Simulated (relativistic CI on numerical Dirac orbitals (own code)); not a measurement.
## d1 to d9 in one tetrahedral field

Computed with a parametric ligand-field model without spin-orbit coupling, by exact diagonalisation: B = 920, C = 4450, 10Dq = -4400 cm⁻¹ (Td; |10Dq|/B = 4.8) for every shell. Energies in cm⁻¹; the field energy is (0.6 n_e − 0.4 n_t2) × 10Dq of the ground term; g labels are left out.

| Shell | Ground term | Electrons in e | Field energy | First spin-allowed bands | Lowest term of other spin |
| --- | --- | --- | --- | --- | --- |
| d1 | 2E | 1.000 | -2640 | 2T2 4400 |  |
| d2 | 3A2 | 2.000 | -5280 | 3T2 4400, 3T1 7649 | 1E 15308 |
| d3 | 4T1 | 1.877 | -2979 | 4T2 3706, 4A2 8106 | 2E 15380 |
| d4 | 5T2 | 2.000 | -1760 | 5E 4400 | 3T1 19154 |
| d5 | 6A1 | 2.000 | 0 | none | 4T1 29386 |
| d6 | 5E | 3.000 | -2640 | 5T2 4400 | 3T1 19581 |
| d7 | 4A2 | 4.000 | -5280 | 4T2 4400, 4T1 7649 | 2E 19010 |
| d8 | 3T1 | 3.877 | -2979 | 3T2 3706, 3A2 8106 | 1T2 14595 |
| d9 | 2T2 | 4.000 | -1760 | 2E 4400 |  |

Every shell keeps the spin of the free ion. Tetrahedral fields of 3d complexes are almost always too weak to pair spins. High-spin d^(n+5) repeats the spin-allowed bands of d^n, since the half-filled shell is spherical.
